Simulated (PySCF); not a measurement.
Orbital energies and ionisation energy

C5H16N2Si2.
Geometry (PBE0-D3(BJ)/def2-SVP, Å), atoms numbered from 1 in this order:
```
atom  x, y, z in Å
N1     3.8149    0.7635    0.8401
Si2    3.5622   -0.5876   -0.2254
C3     1.7534   -1.0646   -0.1126
Si4    0.6249    0.4373   -0.0371
N5    -0.9731   -0.0088   -0.5642
C6    -1.7386   -1.0766    0.0479
C7    -2.9072   -0.3767    0.7684
C8    -3.0534    0.9734    0.0346
C9    -1.9587    0.9369   -1.0484
H10    4.6444    1.3363    0.7290
H11    3.5881    0.6653    1.8243
H12    3.9074   -0.1046   -1.5977
H13    4.4174   -1.7947    0.0479
H14    1.5942   -1.6910    0.7820
H15    1.4814   -1.6783   -0.9881
H16    0.6687    0.9687    1.3713
H17    1.0654    1.5244   -0.9606
H18   -1.1197   -1.6899    0.7216
H19   -2.1318   -1.7583   -0.7325
H20   -2.6608   -0.2155    1.8285
H21   -3.8267   -0.9804    0.7389
H22   -2.8798    1.8106    0.7271
H23   -4.0544    1.1153   -0.3997
H24   -2.3900    0.5761   -2.0037
H25   -1.5114    1.9217   -1.2509
```

Level: PBE0/def2-SVPD (PySCF). Frontier orbitals with their largest atomic shares (Löwdin; up to four atoms above 4 %):

```
orbital  ε (eV)                             main atoms
 HOMO−3   -8.82    Si4 13 %, H17 12 %, C7 11 %, C8 9 %
 HOMO−2   -8.60    C3 31 %, Si4 14 %, Si2 11 %, N1 8 %
 HOMO−1   -7.33   N1 56 %, Si2 14 %, H13 10 %, H10 5 %
   HOMO   -6.14                                      ?
   LUMO    0.36  Si2 28 %, H11 12 %, N1 11 %, H10 11 %
 LUMO+1    0.53      Si4 17 %, C6 8 %, Si2 7 %, C3 7 %
 LUMO+2    0.84     Si4 10 %, Si2 10 %, C3 9 %, C8 8 %
```

Question: What vertical ionisation energy does ΔSCF give, and how far is −ε(HOMO) from it?

Answer: ΔSCF: 7.79 eV (752 kJ/mol; threshold wavelength 159 nm); ⟨S²⟩ of the doublet left behind is 0.757, against 0.75 for a pure doublet. −ε(HOMO) is 6.14 eV, 1.65 eV below it. For the exact functional −ε(HOMO) would equal the first vertical ionisation energy; PBE0 (global hybrid, 25 % exact exchange) falls short of its own ΔSCF value by 21 %. Holes in the HOMO−1 and HOMO−2 were tried too where these lie within 1.2 eV of the HOMO; the lowest converged state counts.

Question: On which atoms does the HOMO lie?

Answer: N5 (silicon-bound nitrogen) 53 %, Si4 (SiH2 silicon) 8 %, C9 (sp3 carbon bound to nitrogen) 7 %, C6 (sp3 carbon bound to nitrogen) 7 %. The HOMO−1 lies 1.19 eV lower.

Question: What total energies stand behind the ΔSCF value?

Answer: E(N) = -887.70793 Eh and E(N − 1) = -887.42159 Eh at the same geometry, 0.28634 Eh apart.

Question: What kinetic energy would electrons from this vertical process carry with He II light (40.814 eV)?

Answer: 40.81 − 7.79 = 33.02 eV.

The structure is a single PBE0-D3(BJ)/def2-SVP conformer in the gas phase; no vibrational or solvent corrections.
